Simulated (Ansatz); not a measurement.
Reaction (isomerisation): `O[Si]([SiH3])(Cl)Cl` → `Cl[SiH2]O[SiH2]Cl`

Program: Ansatz. Geometries: PBE0-D4/def2-TZVP. ΔE: electronic, gas phase. CBS: MP2 limit from def2 TZ/QZ plus the TZ coupled-cluster correction, frozen cores. Functionals use def2-TZVPP. B3LYP here is the variant with VWN-RPA as its local correlation; programs differ in this. One conformer a species, not always the lowest.

`O[Si]([SiH3])(Cl)Cl`:

```xyz
9

O    -1.861   -0.462   -0.299
Si   -0.262   -0.494   -0.602
Si    0.835    0.839    0.960
Cl    0.432   -2.428   -0.523
Cl    0.105    0.171   -2.512
H    -2.454   -0.964   -0.862
H     2.289    0.792    0.665
H     0.577    0.312    2.324
H     0.340    2.235    0.849
```

`Cl[SiH2]O[SiH2]Cl`:

```xyz
9

Cl    0.469    2.447   -0.839
Si    1.255    0.558   -0.734
O     0.428   -0.324    0.357
Si   -1.060   -0.705    0.896
Cl   -2.306   -1.056   -0.692
H     1.144   -0.051   -2.075
H     2.652    0.662   -0.271
H    -0.955   -1.947    1.685
H    -1.626    0.416    1.673
```

```csv
level,ΔE (kJ/mol),difference from CCSD(T)/CBS
revPBE-D4,-77.3,31.4
BLYP-D4,-97.0,11.7
B3LYP-D4,-104.9,3.8
B2PLYP,-112.1,-3.4
PBE0,-89.5,19.2
CAM-B3LYP,-114.0,-5.3
MP2/def2-TZVPP,-114.9,-6.2
CCSD(T)/def2-TZVPP,-109.2,-0.5
HF/CBS(def2),-142.8,-34.1
MP2/CBS(def2),-114.3,-5.6
CCSD(T)/CBS,-108.7,0
```

Largest T1 diagnostic among the species: 0.011.

From BLYP to BHLYP (50 % exact exchange), in def2-TZVPP and without D4, ΔE moves by −21.0 kJ/mol. At CCSD(T), def2-SVP lies +5.6 kJ/mol from the extrapolated value and def2-TZVPP −0.5 kJ/mol.
